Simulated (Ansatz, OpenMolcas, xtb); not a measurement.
CH6BSb (SMILES C[BH][SbH2]): methods side by side

CH6BSb has 9 atoms, charge 0, and is taken as a singlet. SMILES: `C[BH][SbH2]`. The coordinates come from a PBE0-D4/def2-TZVP relaxation. This is one conformer, not always the lowest.

Quantity: the electronic atomisation energy, in eV. The values are calculated. Electronic energies at fixed atoms, without zero-point motion or spin-orbit coupling.

| level | kind | program | value (eV) | CPU time (all runs) |
| --- | --- | --- | --- | --- |
| GFN0-xTB | semi-empirical | xtb | 36.31 | under 2 s |
| HF/def2-SVPD (core potential) | Hartree–Fock | OpenMolcas | 21.93 | 71 s |
| SVWN5/def2-SVPD (core potential) | LDA | Ansatz | 33.37 | 9.2 s |
| BLYP/def2-SVPD (core potential) | GGA | Ansatz | 29.07 | 15 s |
| revPBE/def2-SVPD (core potential) | GGA | OpenMolcas | 28.71 | 2.5 min |
| r2SCAN/def2-SVPD (core potential) | meta-GGA | Ansatz | 29.42 | 28 s |
| MP2/def2-SVPD (core potential) | perturbation theory | Ansatz | 27.70 | 7.9 s |
| CCSD/def2-SVPD (core potential) | coupled cluster or CI | Ansatz | 27.57 | 55 s |

Correlated wave functions underbind in double-zeta sets. The values span 21.93 to 36.31 eV. GFN0-xTB: no spin polarisation, so open shells miss the exchange term that lowers them. In the correlated wave-function rows the outer d shell of Sb is correlated, in sets not made for it. CPU times are rough (shared hosts, several kinds of processor and program).
